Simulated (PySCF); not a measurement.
B(F)(OMe)(OSiH3) (CH6BFO2Si), SMILES COB(F)O[SiH3].

The structure is a stationary point at r2SCAN-D4/def2-SVP. This is a generated structure with no PubChem entry under its InChIKey; it may be hypothetical. Other conformers were not sampled.

These are r2SCAN-D4/def2-SVP (PySCF) values and carry that method's errors.

Frequencies are harmonic and unscaled.

Problem. Give all harmonic wavenumbers and intensities. (The exact figures need the calculation; the answer reports its results.)

Solution. 
```
mode  ν (cm⁻¹)  IR (km/mol)  Raman (Å⁴/amu)  depolarisation  moving atoms (share of kinetic energy)
----  --------  -----------  --------------  --------------  --------------------------------------
1           36          0.0             0.0               –                                  H 97 %
2           90          2.0             0.2            0.75         O 52 %, F 17 %, H 15 %, Si 10 %
3           95          2.1             0.1            0.44         Si 35 %, O 24 %, C 18 %, H 18 %
4          104          0.7             0.1            0.75                                  H 92 %
5          167          1.2             0.3            0.75                  O 63 %, H 21 %, C 10 %
6          258          4.7             0.7            0.44          F 32 %, C 29 %, H 19 %, O 16 %
7          407         13.8             1.5            0.41                 F 47 %, Si 24 %, O 16 %
8          516          7.9             2.6            0.55          O 53 %, H 16 %, C 14 %, F 10 %
9          663         19.1             3.5            0.75                          B 73 %, H 14 %
10         708         13.5             7.8            0.31         O 31 %, H 30 %, F 22 %, Si 11 %
11         729         89.8            11.1            0.75                   H 70 %, O 12 %, B 9 %
12         751         62.2             9.4            0.32                 H 55 %, O 29 %, Si 11 %
13         943         51.2             6.4            0.71                  O 38 %, H 29 %, C 10 %
14         948         43.5            16.8            0.74                          H 80 %, O 11 %
15         951         75.2            24.8            0.75                                  H 96 %
16         976        426.3            13.1            0.74                         H 81 %, Si 13 %
17        1135         22.2             3.3            0.64                  O 50 %, C 27 %, H 10 %
18        1184          0.1             2.0            0.75                          H 77 %, C 19 %
19        1194         18.0             2.7            0.75                          H 65 %, C 18 %
20        1398        317.8             3.9            0.33          H 37 %, B 35 %, O 13 %, C 11 %
21        1452        754.9             1.4            0.54                          B 66 %, O 20 %
22        1475          5.2            19.2            0.75                                  H 97 %
23        1479          7.1            18.6            0.74                                  H 93 %
24        1518        256.2             3.3            0.63                  H 49 %, B 30 %, O 18 %
25        2238         68.5           170.3            0.07                                  H 98 %
26        2242        139.3            59.4            0.75                                  H 96 %
27        2261        123.3           135.0            0.28                                  H 97 %
28        3031         55.9           147.4            0.00                                  H 98 %
29        3132         22.2            87.2            0.75                          H 90 %, C 10 %
30        3142         14.5            62.7            0.74                          H 90 %, C 10 %
```
